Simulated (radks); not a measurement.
Cr0.25+, 23.75 electrons, occupied as [Ar] 3d4.75 4s1 (fractional occupations, a model configuration). All-electron calculation, scalar-relativistic Kohn-Sham, PBE, spin-unpolarised, spherical densities, finite nucleus; Fermi nuclear charge, rms radius 3.6452 fm. Program: a radial shooting solver on a logarithmic mesh with Libxc functionals.

Unscreened Slater integrals over Kohn-Sham orbitals (hartree).

integral      value
F0(3d,3d)   0.66541
F2(3d,3d)   0.29158
F4(3d,3d)   0.17857
F0(3d,4s)   0.34419
G2(3d,4s)  0.056148
F0(3d,3p)   0.77755
F2(3d,3p)   0.35167
G1(3d,3p)   0.43587
G3(3d,3p)   0.26004
F0(3d,3s)   0.79785
G2(3d,3s)   0.32571
F0(4s,4s)   0.27566
F0(4s,3p)   0.35921
G1(4s,3p)  0.018970
F0(4s,3s)   0.36086
G0(4s,3s)  0.013213
F0(3p,3p)   0.93827
F2(3p,3p)   0.46860
F0(3p,3s)   0.96766
G1(3p,3s)   0.64114
F0(3s,3s)    1.0001

Derived for the open shells (J is the average intra-shell exchange parameter used in DFT+U). 3d: Racah B = F2/49 - 5 F4/441 = 0.003926 hartree, C = 35 F4/441 = 0.01417 hartree, C/B = 3.61, F4/F2 = 0.612, J = (F2 + F4)/14 = 0.03358 hartree.
